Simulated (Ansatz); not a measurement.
A nudged elastic band was laid between two geometries of ClH + Ge2H6 (10 atoms, charge 0, multiplicity 1).

All numbers below come from Ansatz 0.2.0, RKS PBE-D4/def2-SVP.

```json
{
 "movable images": "5",
 "climbing image": "yes",
 "spring": "5.0 eV/Å²",
 "optimiser": "quadratic models (default)",
 "start path": "through a guess of the saddle point",
 "force threshold": "0.03 eV/Å",
 "iteration limit": "60",
 "end points": "relaxed"
}
```

Image 0:

```xyz
10
Properties=species:S:1:pos:R:3
Ge 0.289 -0.045 0.100
Ge 0.220 -0.016 2.537
H -1.110 -0.653 3.057
H 1.376 -0.850 3.151
H 0.285 1.428 3.099
H 1.772 -0.001 -0.357
H -0.458 1.181 -0.475
H -0.357 -1.349 -0.430
Cl -3.334 0.452 1.142
H -2.611 -0.147 2.048
```

Image 6:

```xyz
10
Properties=species:S:1:pos:R:3
Ge -0.435 0.198 -0.675
Ge -0.202 -0.230 3.422
H -0.528 -0.786 4.830
H 0.748 -1.211 2.690
H 0.500 1.145 3.558
H 0.407 1.022 0.332
H -0.150 0.632 -2.133
H -0.222 -1.323 -0.480
Cl -2.540 0.620 -0.274
H -1.504 -0.067 2.601
```

**Question.** What changes between the two ends?

**Answer.** Bonds broken: Ge1–Ge2, Cl9–H10. Bonds formed: Ge1–Cl9, Ge2–H10. ClH + Ge2H6 becomes ClGeH3 + GeH4.

**Question.** What energy profile does the band end with?

**Answer.** It converged. The highest image is number 2 of 0 to 6, 1.73 eV above the first end and 2.04 eV above the last; the last end lies 0.31 eV below the first. Neighbouring images differ by up to 1.6 eV, so the band resolves the path poorly. A vibrational analysis at the climbing image gives one clearly imaginary mode, 795i cm⁻¹: a first-order saddle point. The orbitals stay closed-shell, which can raise the energy where a bond breaks towards radicals; this wasn't checked here.

```csv
image,path coordinate (Å),energy (eV),Ge1–Ge2 (Å),Cl9–H10 (Å),Ge1–Cl9 (Å)
0,0.00,0.00,2.44,1.30,3.80
1,1.42,0.17,2.46,1.31,3.41
2,2.85,1.73,2.83,1.77,2.65
3,3.80,0.59,3.35,2.17,2.27
4,4.76,-0.16,3.84,2.48,2.19
5,5.72,-0.30,4.23,3.00,2.18
6,6.68,-0.31,4.13,3.13,2.18
```

**Question.** What is the geometry of the highest image?

**Answer.** 
```xyz
10
Properties=species:S:1:pos:R:3
Ge -0.281 0.059 0.020
Ge -0.087 -0.037 2.844
H -1.107 -0.245 3.996
H 0.917 -1.215 2.785
H 0.657 1.311 3.003
H 1.223 0.294 0.429
H -0.679 1.279 -0.835
H -0.378 -1.355 -0.584
Cl -2.851 -0.068 0.643
H -1.341 -0.024 1.570
```

The band took 34 iterations and roughly 11 core-minutes.

The run took 3.1 min on 4 threads of Arm Neoverse V1 (shared host), peak memory 0.18 GiB.
